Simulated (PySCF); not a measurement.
# Simulated absorption spectrum

Species: C7H10O.
Z-matrix (Å and degrees, GFN2-xTB geometry), rows numbered from 1:
```
C 
C   1  1.3224
C   2  1.4958  1  123.50
C   2  1.5169  1  121.27  3   179.07
C   4  1.5048  2  111.37  1  -110.44
C   5  1.3202  4  109.81  2  -118.67
C   6  1.4968  5  109.59  4    -1.02
O   7  1.4170  6  105.52  5    -0.99
H   1  1.0768  2  121.71  3    -0.39
H   1  1.0770  2  122.04  3   179.60
H   3  1.0902  2  110.17  1   118.77
H   3  1.0888  2  109.43  1  -122.80
H   3  1.0864  2  110.99  1    -2.20
H   4  1.1009  2  108.94  1    12.52
H   5  1.0734  4  121.52  2    60.24
H   6  1.0739  5  128.38  4   179.23
H   7  1.0989  6  112.06  5  -119.78
H   7  1.1002  6  111.92  5   118.76
```

Method used: PySCF 2.14.0, density-fitted response routines, TDDFT PBE0/def2-SVPD, vertical, gas phase, core orbitals frozen in the response.

Broadening: Gaussians 0.25 eV wide at half height, area fixed by f = 4.319×10⁻⁹ ∫ε dν̃. The width is an assumption, not a result. The curve ends short of the highest state used, and states not computed would add to its high-energy end.

| λ (nm) | ε (L mol⁻¹ cm⁻¹) |
| --- | --- |
| 187.1 | 3945 |
| 188.5 | 6011 |
| 189.8 | 8192 |
| 191.2 | 10154 |
| 192.5 | 11001 |
| 193.9 | 10715 |
| 195.2 | 9734 |
| 196.6 | 8455 |
| 197.9 | 7265 |
| 199.3 | 5914 |
| 200.6 | 4546 |
| 202.0 | 3075 |
| 203.3 | 1907 |
| 204.7 | 1004 |
| 206.0 | 499 |
| 207.3 | 251 |
| 208.7 | 190 |
| 210.0 | 290 |
| 211.4 | 568 |
| 212.7 | 996 |
| 214.1 | 1612 |
| 215.4 | 2242 |
| 216.8 | 2828 |
| 218.1 | 3142 |
| 219.5 | 3138 |
| 220.8 | 2829 |
| 222.2 | 2275 |
| 223.5 | 1689 |
| 224.9 | 1111 |
| 226.2 | 689 |
| 227.6 | 376 |
| 228.9 | 197 |
| 230.2 | 96 |
| 231.6 | 41 |
| 232.9 | 17 |
| 234.3 | 6 |

Problem. Locate the maxima and give the states behind the curve.

Solution. 219 nm (5.67 eV), ε about 3200, made up of S1 (100%); 193 nm (6.43 eV), ε about 11000, made up of S2 (11%) and S3 (87%) (ε in L mol⁻¹ cm⁻¹; maxima over ε = 5, shares over 10%). The states used: S1 5.67 eV (f 0.030); S2 6.25 eV (f 0.047); S3 6.45 eV (f 0.090); S4 6.63 eV (f 0.015); S5 6.99 eV (f 0.043); S6 7.22 eV (f 0.193).

Problem. Coming from long wavelengths, where does ε first pass 100 L mol⁻¹ cm⁻¹?

Solution. At about 230 nm (5.39 eV), 0.28 eV below S1.

Problem. On this curve, what absorbance would a 10⁻⁵ mol/L sample give at 222 nm over a 1 cm path?

Solution. 222 nm is 5.585 eV, where ε is about 2400 L mol⁻¹ cm⁻¹, so A = ε c l ≈ 0.024 (Beer–Lambert, with the gas-phase spectrum and the assumed width).

Problem. What would ε be at 6.43 eV, the highest of these maxima, with half the width (0.125 eV)?

Solution. About 18500 L mol⁻¹ cm⁻¹ against 11000, a factor of about 1.7; a lone state at its own centre would give exactly 2.

One conformer stands for the species.
